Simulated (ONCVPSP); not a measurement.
# rubidium (Rb): excitation energies, all-electron against ONCV

* Element: rubidium
* Generator: ONCVPSP 4.0.1
* Type: optimised norm-conserving Vanderbilt (ONCV)
* Functional: PBE
* Relativity: scalar-relativistic
* Frozen core: [Ar] 3d10
* Valence charge: 9
* Reference configuration: 4s2 4p6 5s0.5 (charge +0.5)
* Partial waves: 4s+5s: rc 2.65 bohr, ncon 5, nbas 9, qcut 5.8 1/bohr, 2 projectors; 4p: rc 1.55 bohr, ncon 4, nbas 8, qcut 5.7 1/bohr, 1 projector; d scattering state at 0.04 Ha: rc 2.40 bohr, ncon 3, nbas 6, qcut 4 1/bohr, 1 projector
* Local potential: polynomial inside 1.00 bohr (lpopt 4, dvloc0 1 Ha)
* Core correction: none

In the d channel the program set the typed energies aside and used 0.050 Ha.

Energies are relative to the spin-unpolarised reference configuration 4s2 4p6 5s0.5; without spin polarisation the order of configurations can differ from experiment.

```csv
valence configuration,charge,ΔE all-electron (eV),error AE − PS (meV)
4s2 4p6 5s1,0,-1.578,+0.1
4s2 4p6 5s0,+1,2.575,-0.1
4s2 4p6 5s0 5p1,0,-0.058,+3.6
```

**Question.** What are ΔE and the potential's error for 4s2 4p5 5s1?

**Answer.** ΔE = 19.562 eV all-electron; the error (AE − PS) is +3.1 meV.

Levels in the configuration 4s2 4p6 5s0 5p1:

```json
{"level": "4s", "all-electron (eV)": "-33.335", "pseudo (eV)": "-33.325"}
{"level": "4p", "all-electron (eV)": "-17.375", "pseudo (eV)": "-17.366"}
{"level": "5p", "all-electron (eV)": "-1.345", "pseudo (eV)": "-1.346"}
```

Note: no bound ghost flagged; GHOST(+) flagged for s at 75.5 eV.
